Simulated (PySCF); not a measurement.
C2H4BN3, SMILES NB1N=CC=N1.

The structure is a stationary point at B3LYP-D3(BJ)/def2-SVP. The structure was generated by enumeration, and PubChem lists no compound with its InChIKey, so it may never have been made. The values are those of a single conformer.

The numbers are results of r2SCAN/def2-TZVP (PySCF), not measurements.

Isolated molecule, no solvent.

Computed frontier levels, gap, dipole moment and polarisability:
```yaml
highest_occupied_level: -6.34 eV
lowest_empty_level: -3.36 eV
orbital_gap: 2.98 eV
dipole_moment: 0.54 D
quadrupole, principal values (traceless, Buckingham form, about the centre of nuclear charge): -12.50, -4.78, 17.28 D·Å
mean_static_polarisability: 55.9 bohr³ (8.28 Å³)
polarisability_principal_values: 34.0, 52.7, 80.9 bohr³
```
